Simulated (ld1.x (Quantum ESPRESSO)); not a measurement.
# Transferability test, TM potential for hafnium

| Quantity | Value |
| --- | --- |
| Element | Hf |
| Generator | ld1.x (Quantum ESPRESSO) 7.5 |
| Type | norm-conserving Troullier–Martins (Kleinman–Bylander form) |
| Functional | PBEsol |
| Relativity | scalar-relativistic |
| Frozen core | [Xe] |
| Valence charge | 18 |
| Reference configuration | 4f14 5d2 6s1 6p1 |
| Partial waves | 6s (bound): rc 2.15 bohr; 5d (bound): rc 1.95 bohr; 4f (bound): rc 0.75 bohr; 6p (bound): rc 2.70 bohr |
| Local potential | the p channel |
| Core correction | a·sin(br)/r model core, default radius (core density twice the valence density) |

Energies are relative to the spin-unpolarised reference configuration 4f14 5d2 6s1 6p1; without spin polarisation the order of configurations can differ from experiment. Not all tests gave a result: 1 of 7 tests not solved or not reliable.

Problem. Give the all-electron excitation energy and the error of the potential for: 4f14 5d2 6s2 6p0; 4f14 5d2 6s1 6p0; 4f14 5d2 6s0 6p0; 4f14 5d2.5 6s1.5 6p0; 4f14 5d2 6s1.5 6p0; 4f14 5d3 6s1 6p0.

Solution.

```csv
valence configuration,charge,ΔE all-electron (eV),error AE − PS (meV)
4f14 5d2 6s2 6p0,0,-3.863,-3.9
4f14 5d2 6s1 6p0,+1,4.146,-5.2
4f14 5d2 6s0 6p0,+2,18.308,-34
4f14 5d2.5 6s1.5 6p0,0,-2.608,-25
4f14 5d2 6s1.5 6p0,+0.5,-0.594,-2.5
4f14 5d3 6s1 6p0,0,-1.268,-60
```

Levels in the configuration 4f14 5d2 6s2 6p0:

| level | all-electron (eV) | pseudo (eV) |
| --- | --- | --- |
| 4f | -16.860 | -16.741 |
| 5d | -2.714 | -2.686 |
| 6s | -5.131 | -5.124 |

A Bessel basis up to 400 Ry misses an occupied level by 0.10 Ry, so cutoffs were not judged. Note: ghost state, extra bound levels that the all-electron valence spectrum of the same l lacks: s at -65.0 eV (other channels not judged).
